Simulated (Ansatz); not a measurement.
Reaction (ligand exchange at the Si–C bond): `[SiH3]C([SiH3])I` + `CC(=N)Cl` → `C/C(Cl)=N\[SiH3]` + `[SiH3]CI`

Gas-phase electronic energies from Ansatz, PBE0-D4/def2-TZVP geometries. CBS: MP2 limit from def2 TZ/QZ plus the TZ coupled-cluster correction, frozen cores. Functionals use def2-TZVPP. B3LYP here is the variant with VWN-RPA as its local correlation; programs differ in this. def2 core potentials past Kr. For I outer-core shells are correlated without core-valence functions, which leaves a few kJ/mol of doubt a bond. One conformer a species, not always the lowest.

CCSD(T)/CBS gives -22.1 kJ/mol.

Q: Another level gave -26.8 kJ/mol. Which?
A. B2PLYP/def2-TZVPP
B. CCSD(T)/def2-TZVPP
C. B3LYP/def2-TZVPP
D. ωB97X-V/def2-TZVPP

A: D. ωB97X-V -26.8, B2PLYP -32.5, B3LYP -37.5, CCSD(T)/def2-TZVPP -22.2 kJ/mol.

Largest T1 diagnostic among the species: 0.012.

In def2-TZVPP, CCSD(T) changes the Hartree–Fock value by +20.5 kJ/mol (the triples alone add +2.5 kJ/mol) and MP2 by +19.5 kJ/mol. The D4 term adds +5.7 kJ/mol with B3LYP and +2.8 kJ/mol with PBE0; it sums over pairs of atoms, weighted by their polarisabilities, and B3LYP, whose exchange is more repulsive, gets the larger term.
